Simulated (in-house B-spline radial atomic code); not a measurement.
A radial electron density 4πr²n(r) was computed for an atom or ion in its tabulated ground configuration with a B-spline radial code for spherical atoms; method: non-relativistic Hartree-Fock, average of configuration. Columns: r (bohr), 4πr²n(r) (electrons per bohr), bar.

```
 0.00191    1.186 #
 0.00234    1.728 #
 0.00286    2.489 ##
  0.0035    3.564 ###
 0.00428    5.047 ####
 0.00524    7.074 ######
 0.00641    9.755 ########
 0.00784    13.21 ###########
 0.00959    17.49 ###############
  0.0117    22.49 ###################
  0.0143    28.05 ########################
  0.0175     33.7 #############################
  0.0215    38.71 #################################
  0.0263    41.96 ####################################
  0.0321    42.83 #####################################
  0.0393     41.2 ###################################
   0.048     38.1 #################################
  0.0588    35.54 ###############################
  0.0719    35.99 ###############################
  0.0879     40.4 ###################################
   0.108    47.06 #########################################
   0.132     51.1 ############################################
   0.161    48.73 ##########################################
   0.197    40.16 ###################################
   0.241    31.12 ###########################
   0.294    28.04 ########################
    0.36    31.46 ###########################
    0.44    35.07 ##############################
   0.539    32.47 ############################
   0.659    23.65 ####################
   0.806    13.79 ############
   0.986    7.436 ######
    1.21    5.094 ####
    1.48    4.644 ####
     1.8    4.106 ####
    2.21    2.954 ###
     2.7    1.696 #
     3.3   0.7616 #
    4.04   0.2596 
    4.94  0.06538 
    6.04  0.01137 
    7.39 0.001243
```

Which atom or ion is it?
A. Br
B. As
C. Sr+
D. Br+

A. The area under the curve, ∫4πr²n dr = ∫r·4πr²n d(ln r) on this logarithmic grid, is 35 electrons, which only this option has. The configuration is [Ar] 3d10 4s2 4p5.
